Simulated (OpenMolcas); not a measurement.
# Co³⁺: CASPT2 settings compared

```yaml
Program: OpenMolcas 26.06
Basis: ANO-L-VDZP [5s4p2d1f]
Scalar_Hamiltonian: non-relativistic, point nucleus
Active_space: 6 electrons in 5 orbitals (3d)
State_averaging: 2S+1 = 5 even, 5 roots; 2S+1 = 3 even, 45 roots; 2S+1 = 1 even, 50 roots
Spin-orbit_coupling: RASSI with atomic mean-field integrals over the reference wave functions, term energies averaged over their components
```

Methods on the same reference wave functions:
A. CASSCF
B. SS-CASPT2, IPEA 0.5 Eh, no level shift (closed shells correlated: 3s 3p)
C. SS-CASPT2, IPEA 0.5 Eh, sigma1 regulariser 0.15 Eh (closed shells correlated: 3s 3p)
D. SS-CASPT2, IPEA 0.6 Eh, imaginary shift 0.5 Eh (closed shells correlated: 3s 3p)
E. MS-CASPT2, IPEA 0.5 Eh, sigma1 regulariser 0.15 Eh (closed shells correlated: 3s 3p)
F. MS-CASPT2, IPEA 0.5 Eh, no level shift (closed shells correlated: 3s 3p)

Energies in cm⁻¹ above 3d⁶ ⁵D₄, the measured ground level; measured values from Sugar and Corliss, J. Phys. Chem. Ref. Data 10, 1097 (1981).

| Level | A | B | C | D | E | F | Measured |
| --- | --- | --- | --- | --- | --- | --- | --- |
| 3d⁶ ⁵D₄ | 0.0 | 0.0 | 0.0 | 0.0 | 0.0 | 0.0 | 0.0 |
| 3d⁶ ⁵D₃ | 653 | 656 | 656 | 656 | 656 | 656 | 639 |
| 3d⁶ ⁵D₂ | 1112 | 1110 | 1110 | 1110 | 1110 | 1110 | 1078 |
| 3d⁶ ⁵D₁ | 1406 | 1400 | 1400 | 1400 | 1400 | 1400 |  |
| 3d⁶ ⁵D₀ | 1551 | 1542 | 1542 | 1543 | 1543 | 1543 | 1494 |
| 3d⁶ ³H₆ | 26067 | 25680 | 25680 | 25750 | 25680 | 25680 | 23680 |
| 3d⁶ ³H₅ | 26399 | 25990 | 25990 | 26070 | 25990 | 25990 | 24032 |
| 3d⁶ ³H₄ | 26640 | 26200 | 26200 | 26270 | 26190 | 26190 | 24272 |
| 3d⁶ ³P₂(1) | 28438 | 23930 | 23930 | 24100 | 23930 | 23930 | 22883 |
| 3d⁶ ³F₄(1) | 29818 | 27210 | 27210 | 27360 | 27190 | 27190 | 25396 |
| 3d⁶ ³F₃(1) | 30190 | 27540 | 27540 | 27690 | 27530 | 27530 | 25736 |
| 3d⁶ ³P₁(1) | 30349 | 25850 | 25850 | 26010 | 25850 | 25850 | 24729 |
| 3d⁶ ³F₂(1) | 30468 | 27770 | 27770 | 27920 | 27770 | 27770 | 25969 |
| 3d⁶ ³P₀(1) | 31127 | 26630 | 26630 | 26790 | 26630 | 26630 | 25449 |
| 3d⁶ ³G₅ | 32926 | 31500 | 31500 | 31590 | 31500 | 31500 | 29022 |
| 3d⁶ ³G₄ | 33547 | 32070 | 32070 | 32160 | 32070 | 32070 | 29592 |
| 3d⁶ ³G₃ | 33809 | 32330 | 32330 | 32420 | 32330 | 32330 | 29868 |
| 3d⁶ ¹I₆ | 39307 | 38640 | 38640 | 38660 | 38640 | 38640 | 35943 |
| 3d⁶ ¹G₄(1) | 41526 | 39210 | 39210 | 39250 | 39180 | 39180 | 36683 |
| 3d⁶ ³D₁ | 42584 | 39530 | 39530 | 39680 | 39530 | 39530 |  |
| 3d⁶ ³D₂ | 42612 | 39510 | 39510 | 39660 | 39510 | 39510 |  |
| 3d⁶ ³D₃ | 42798 | 39740 | 39740 | 39890 | 39740 | 39740 | 36554 |
| 3d⁶ ¹S₀(1) | 48233 | 44090 | 44090 | 44250 | 43960 | 43960 | 41442 |
| 3d⁶ ¹D₂(1) | 51585 | 45170 | 45170 | 45220 | 45160 | 45160 | 42342 |

Deviations, from unrounded energies. A percentage is the sum of absolute deviations over the sum of measured energies, with the sign that they share, or ± where signs differ.

```csv
Against measurement,Levels,A,B,C,D,E,F
mean absolute deviation (cm-1),20,4000,1800,1800,1900,1800,1800
fine structure of the ground term (%),3,+3.3,+3.0,+3.0,+3.0,+3.1,+3.1
other terms of the ground configuration (%),17,+15.8,+7.1,+7.1,+7.5,+7.1,+7.1
```

B, C, E, F lie about equally close to measurement and A furthest from it. The largest miss of F in the table is 3d⁶ ³D₃, by +3200 cm-1. The ranking rests on the paired levels alone, and a cruder setting can come out closer through cancelling errors.

Among B to F the level of the table that moves most is 3d⁶ ¹S₀(1), by 290 cm-1 (lowest in F, highest in D). Moves below CASPT2's spread within the term are not significant.

The mean deviations of B to F differ by less than CASPT2's widest spread within a term (1100 cm-1), so their order carries little weight.

From A to B the spin-free energies of the other terms of 3d⁶ shown, above ⁵D, scale by factors of 0.84 to 0.98.

The lowest spin-free term lies below A's lowest term by 0.201 hartree in B, 0.201 hartree in C, 0.199 hartree in D, 0.201 hartree in E, 0.201 hartree in F.

CASPT2 does not keep the components of a term degenerate, so their means are used; among the terms shown or strongly mixed into the levels shown the widest spread is 1100 cm-1 (3d⁶ ¹I, F). The basis is small and was not contracted for so high a charge. Without dynamic correlation excited terms often stand tens of per cent too high (terms of higher spin than the ground term too low), and those without a measured partner can miss by more than the paired ones (holds for A). The CASPT2 spread within a term exceeds the gap to the next term for 3d⁶ ¹I and 3d⁶ ¹G(1), so the order of their levels is uncertain (holds for E; F). Computed and measured levels are paired by configuration, term and J; levels that our copy of the source lacks, or whose pairing is in doubt (as where it misses far off the trend of its configuration), stay unpaired and out of the deviations. Levels of configurations outside the active space are missing. The table leaves out levels that lie high or whose names do not pair safely across all columns.

A number in round brackets counts repeated terms of one configuration in the order of the reference energies.
